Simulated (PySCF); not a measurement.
GeH2, SMILES [GeH2] (connectivity only; charge and spin as stated), neutral, multiplicity 1. Heavy atoms are numbered as in [GeH2:1]. Hydrogens are named by the atom that carries them.

Geometry optimised at PBE0-D3(BJ)/def2-TZVPD. The isomer is the one that the SMILES or the coordinates give; other isomers of the formula were not compared.

These are PBE/pcSseg-2 (PySCF) values and carry that method's errors.

GIAO shieldings, no solvent; atoms alike by connectivity are averaged. δ = σ(ref) − σ: ⁷³Ge against GeH4 (σ = 1621.0 ppm); ¹H against TMS (σ = 31.47 ppm), references at their B3LYP-D3(BJ)/def2-TZVP geometries, non-relativistic.

Computed chemical shifts:
| nucleus | atoms | count | δ (ppm) |
|---|---|---|---|
| ⁷³Ge | Ge1 (GeH2) | 1 | 2176.0 |
| ¹H | H on Ge1 | 2 | 14.42 |
